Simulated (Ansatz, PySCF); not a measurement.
Donor–acceptor adduct: ClFHIn (SMILES [F][InH][Cl]) (first 4 atoms) with NH3 (SMILES N); geometry from B3LYP-D3(BJ)/def2-TZVP, rigid monomers moved along the line of their centres of mass till In2···N5 is 2.10 Å.
(charge 0, multiplicity 1):
```csv
atom,x (Å),y (Å),z (Å)
F,0.8802,1.4208,1.1647
In,-0.7270,0.2746,1.3966
Cl,-2.2034,1.2916,2.9507
H,-1.2190,-0.7851,0.1578
N,0.3950,-0.6144,2.9342
H,1.2504,-0.0656,2.8866
H,-0.0580,-0.4311,3.8247
H,0.6294,-1.5994,2.8789
```

Interaction energies are E(AB) − E(A) − E(B) at the monomers' geometry in the complex; basis-set methods are counterpoise corrected.

Correlated levels freeze the cores. Filled d and f shells under p-block atoms count as core. CBS(a, b) extrapolates the correlation energy as X⁻³ and adds the Hartree–Fock energy of set b.

Run with Ansatz (a first-principles code); PySCF for the dispersion terms. Each number belongs to the level named beside it. In def2 rows elements past Kr take small-core potentials, without spin–orbit coupling.

PBE/def2-TZVPPD gives -21.50 kcal/mol for the interaction energy.

Q: Where do these levels fall relative to PBE: PBE-D3(BJ)/def2-TZVPPD, r2SCAN/def2-TZVPPD, PBE0/def2-TZVPPD, wB97M-V/def2-TZVPPD, MP2/CBS(def2-SVPD, def2-TZVPPD), MP2/CBS(def2-SVPD, def2-TZVPPD) + ΔCCSD(T)/def2-SVPD.

A: PBE-D3(BJ)/def2-TZVPPD -1.81; r2SCAN/def2-TZVPPD -5.74; PBE0/def2-TZVPPD -4.23; wB97M-V/def2-TZVPPD -6.12; MP2/CBS(def2-SVPD, def2-TZVPPD) -2.81; MP2/CBS(def2-SVPD, def2-TZVPPD) + ΔCCSD(T)/def2-SVPD -1.98 kcal/mol. 0 of 6 lie above PBE; the widest gap is to wB97M-V/def2-TZVPPD.
